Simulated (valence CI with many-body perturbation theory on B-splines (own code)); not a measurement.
## Rh XIV: what the settings do

Computed by configuration interaction combined with many-body perturbation theory (CI+MBPT): four valence electrons over a frozen Dirac-Fock core [Ar] 3d10, radial functions for each j: 6 s, 6 p, 5 d, 3 f, 1 g, with the one-electron correlation potential Σ1 (screened to all orders), the two-electron term Σ2, the three-electron term Σ3, Breit, model QED; selected single and double excitations, second order for the rest, scaled by the run's own slope (own B-spline code, finite nucleus).

No measured levels were compared; by estimate levels hold to about 250 cm⁻¹ or 0.2 % of their energy and the worst to 1 %, as in measured heavy ions of charge 2 to 7; those with d or f electrons hold less well.

The reference run has the lowest level 4s²4p² ³P_0 and an ionisation energy of 307.044 eV. Its largest variational space holds 9991 state functions.

Names give the largest LS component (configuration and term), which can be under half, so a name can repeat, a term be missing and a line seem to break the LS rules; names also repeat where a configuration has a term twice.

Changed runs:
A. shift of the energy in Σ1 (hartree) 0 → -2.408
B. correlating orbitals by l 3 3 3 2 1 → 5 1 5 0 2
C. Breit term on → off; QED terms on → off
D. Davidson iteration limit 60 → 2 (bad on purpose)

Excitation energies of the reference run in cm⁻¹, and shifts in cm⁻¹:

```csv
Level,Reference,A,B,C,D
4s²4p² ³P_1,31050,-27,-95,+528,+0.1
4s²4p² ³P_2,43418,-31,+19,+604,+0.2
4s²4p² ¹D_2,85560,-60,+61,+1101,+0.3
4s²4p² ¹S_0,120431,-64,+379,+1056,0
4s4p³ ⁵S°_2,263320,-67,-484,+1212,+0.1
4s4p³ ³D°_1,319481,-73,-89,+1121,+0.1
4s4p³ ³D°_2,323042,-80,-139,+1291,+0.8
4s4p³ ³D°_3,335459,-90,-152,+1543,+0.4
4s4p³ ³P°_0,365203,-95,+39,+1450,0
4s4p³ ³P°_1,369871,-99,+15,+1565,+0.1
4s4p³ ³P°_2,374653,-101,-7.9,+1624,+0.4
4s4p³ ¹D°_2,413779,-116,+54,+1837,+131
Ionisation energy (eV),307.044,-0.111,-0.047,+0.183,0
```

Run D: The Davidson iterations stopped at their limit.
